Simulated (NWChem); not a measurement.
System: C$_{3}$H$_{8}$As, doublet; SMILES C[C](C)[AsH2]

```xyz
12

C     -0.0594    -1.6417     1.2807
C      0.1097    -0.8971     0.0000
C     -0.0594    -1.6417    -1.2807
As    -0.0369     1.0251     0.0000
H     -1.1106    -1.9558     1.4454
H      0.5397    -2.5701     1.2732
H      0.2445    -1.0546     2.1609
H      0.5397    -2.5701    -1.2732
H     -1.1106    -1.9558    -1.4454
H      0.2445    -1.0546    -2.1609
H      0.9772     1.2761    -1.1137
H      0.9772     1.2761     1.1137
```
Atoms are numbered in this order, from 1.

Results from NWChem. Pople sets run with spherical d functions. Spin-unrestricted. In the optimisation the excess spin sits in a' (Cs, its own frame). The geometry was optimised at PBE0/def2-SVP, spin-unrestricted. No stability test was run on the SCF state. Vzz is the largest principal value of the second derivative of the potential at the nucleus (NWChem prints the opposite sign); η is the asymmetry. Non-relativistic.

```csv
level,Vzz As4 (a.u.),η As4,relative time
B3LYP/cc-pVTZ,-2.208,0.05,6
B3LYP/def2-SVP,-2.285,0.09,1
PBE0/6-31G*,-2.064,0.01,1
PBE0/def2-TZVP,-2.414,0.01,3
```

Relative times are rough (shared machine, one core).
